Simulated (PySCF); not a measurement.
## Energy of Re (rhenium, neutral) between two integer charges

The 6s beta orbital of [Xe] 4f14 5d5 6s2 is emptied in steps (occupation f), with all orbitals relaxed, ending at [Xe] 4f14 5d5 6s1. Computed with PySCF 2.14 in aug-cc-pVTZ-PP with ECP60MDF (6s6p5d3f2g, 88 functions), with scalar relativity through the core potential. The exact energy is a straight line in f; departures are measured from the line between the end points of the same method.

| f | PBE0 (eV) | r2SCAN (eV) |
| --- | --- | --- |
| 1 | 0.000 | 0.000 |
| 0.8 | -0.322 | -0.359 |
| 0.6 | -0.484 | -0.517 |
| 0.4 | -0.484 | -0.485 |
| 0.2 | -0.319 | -0.287 |
| 0 | 0.000 | 0.000 |

```csv
method,E(f=0) − E(f=1) (eV),−ε at f=1 (eV),−ε at f=0.4 (eV)
PBE0,7.342,5.332,7.752
r2SCAN,7.122,4.822,7.718
```

Orbital energy along the path (eV):

```tsv
f	PBE0	r2SCAN
1	-5.332	-4.822
0.8	-6.131	-5.832
0.6	-6.936	-6.826
0.4	-7.752	-7.718
0.2	-8.584	-8.446
0	-8.973	-8.152
```

As f goes to zero the orbital energy of a semilocal functional can turn back, because the density of that orbital vanishes from the exchange-correlation potential.

Reference removal energy between the ground levels: 7.834 eV (measured; NIST Atomic Spectra Database, ionization energies).
